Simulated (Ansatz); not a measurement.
Consider the hydrogenolysis of the Si–C bond: `C=C[SiH2][SiH2]C` + H₂ → `C=C[SiH2][SiH3]` + CH₄.

Program: Ansatz. Geometries: PBE0-D4/def2-TZVP. ΔE: electronic, gas phase. CCSD(T)/CBS is the MP2 limit (def2-TZVPP, def2-QZVPP) plus CCSD(T) − MP2 in def2-TZVPP, frozen cores. This one scheme is used for every species. Functionals use def2-TZVPP. One conformer a species, not always the lowest.

| level | ΔE (kJ/mol) |
| --- | --- |
| PBE-D4 | -27.6 |
| r2SCAN-D4 | -28.9 |
| ωB97X-V | -32.3 |
| HF/def2-QZVPP | -53.0 |

(1) What does CCSD(T)/CBS give? (Best estimate.)

Largest T1 diagnostic among the species: 0.013.

Answers

(1) Computed: -29.5 kJ/mol. The listed levels differ from it by 1.9, 0.6, -2.8, -23.5 kJ/mol.

The D4 term adds +9.1 kJ/mol with B3LYP and +5.2 kJ/mol with PBE0; it sums over pairs of atoms, weighted by their polarisabilities, and B3LYP, whose exchange is more repulsive, gets the larger term. In def2-TZVPP, CCSD(T) changes the Hartree–Fock value by +21.2 kJ/mol (the triples alone add +4.0 kJ/mol) and MP2 by +26.9 kJ/mol.

CCSD(T)/CBS has its own doubt, a few kJ/mol and more with outer-core shells, so smaller differences from it don't rank the levels.

B3LYP here is the variant with VWN-RPA as its local correlation; programs differ in this.
